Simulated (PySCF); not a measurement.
# B⁺: excitation energy

B⁺ [He] 2s2 (1S) → B⁺ [He] 2s1 3d1 (3D), as a difference of total energies. Computed with PySCF 2.14 in dyall-av3z, with scalar relativity by spin-free X2C-1e. Correlated levels: valence: 1s2 frozen; virtual orbitals above 40 to 60 times the deepest correlated orbital energy dropped. The calculations carry no spin-orbit coupling.

| method | excitation energy (cm⁻¹) |
| --- | --- |
| UHF | 139150 |
| MP2 (valence) | 146640 |
| SCS-MP2 (valence) | 148810 |
| CCSD (valence) | 150840 |

The promoted electron is Rydberg-like, and one or two diffuse shells describe it only roughly, which tends to raise the upper state.

With two correlated electrons CCSD is exact in that space.
